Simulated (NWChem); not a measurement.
System: InH2I; SMILES [I][InH2]

```xyz
4

In     0.0000     0.0000    -1.4391
H      0.0000     1.5889    -2.1253
H      0.0000    -1.5889    -2.1253
I      0.0000     0.0000     1.2751
```
Atoms are numbered in this order, from 1.

Level: PBE-D3(BJ)/def2-SVP with def2 effective core potentials on In, I (NWChem), optimised geometry, unscaled harmonic frequencies. def2 effective core potentials on In, I; no spin-orbit coupling.

Task: List the harmonic frequencies with IR intensities, and the thermochemistry.

Result: 
```
frequency (cm⁻¹)  IR intensity (km/mol)
----------------  ---------------------
193                                21.2
370                                14.1
500                                54.2
551                               211.2
1751                               71.4
1777                              219.8
```

```
Quantity                                                                           Result
-----------------------------------------------------------------------  ----------------
zero-point energy                                                            7.3 kcal/mol
thermal correction to the enthalpy at 298.15 K (with zero-point energy)     10.5 kcal/mol
heat capacity Cv                                                         11.8 cal/(mol K)
entropy at 298.15 K and 1 atm (symmetry number 2)                        70.8 cal/(mol K)
```

Rigid rotor and harmonic oscillator.
